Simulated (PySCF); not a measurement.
Sn(Vi)2(OMe)2, C6H12O2Sn, SMILES C=[CH][Sn]([CH]=C)([O]C)[O]C (GFN2-xTB optimised geometry):

```
21

C      1.896     0.502     0.049
C      1.144    -0.577     0.000
Sn    -1.047    -0.577     0.000
C     -2.205     1.306     0.000
C     -2.036     2.292     0.857
O     -1.507    -1.748    -1.564
C     -2.594    -2.632    -1.651
O     -1.764    -1.709     1.553
C     -1.824    -1.301     2.887
H      1.488     1.499     0.088
H      2.976     0.435     0.044
H      1.572    -1.570    -0.047
H     -2.976     1.351    -0.759
H     -1.280     2.276     1.625
H     -2.660     3.176     0.829
H     -2.759    -3.176    -0.720
H     -3.514    -2.108    -1.924
H     -2.349    -3.348    -2.438
H     -2.385    -0.371     3.013
H     -2.342    -2.093     3.432
H     -0.830    -1.171     3.324
```

Calculation: CAM-B3LYP/def2-SVP, def2 effective core potentials past Kr run with PySCF.

Problem. What are the frontier orbital energies and the dipole moment?

Solution. HOMO-2 -8.78 eV, HOMO-1 -8.46 eV, HOMO -8.35 eV, LUMO 0.40 eV, LUMO+1 0.74 eV; dipole moment 2.88 D.

On the same geometry PySCF with PBE/def2-SVP, def2 effective core potentials past Kr gives HOMO-2 -5.93 eV, HOMO-1 -5.45 eV, HOMO -5.38 eV, LUMO -1.67 eV, LUMO+1 -1.31 eV; dipole moment 2.60 D.
